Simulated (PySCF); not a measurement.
WO2F2, SMILES [W]([F])(=[O])(=[O])[F], multiplicity 1.

Geometry: B3LYP-D3(BJ)/def2-SVP. The multiplicity is an assumed one; other spin states were not compared. The isomer is the one that the SMILES or the coordinates give; other isomers of the formula were not compared. The def2 effective core potentials stand for the cores of W; spin–orbit coupling is left out.

Level of theory: PBE/def2-TZVP run with PySCF.

Computed frontier levels, gap, dipole moment and polarisability:
```json
{
 "highest_occupied_level": "-8.17 eV",
 "lowest_empty_level": "-3.49 eV",
 "orbital_gap": "4.68 eV",
 "dipole_moment": "1.66 D",
 "quadrupole, principal values (traceless, Buckingham form, about the centre of nuclear charge)": "-0.86, 0.20, 0.66 D·Å",
 "mean_static_polarisability": "40.2 bohr³ (5.96 Å³)",
 "polarisability_principal_values": "36.6, 39.6, 44.5 bohr³"
}
```
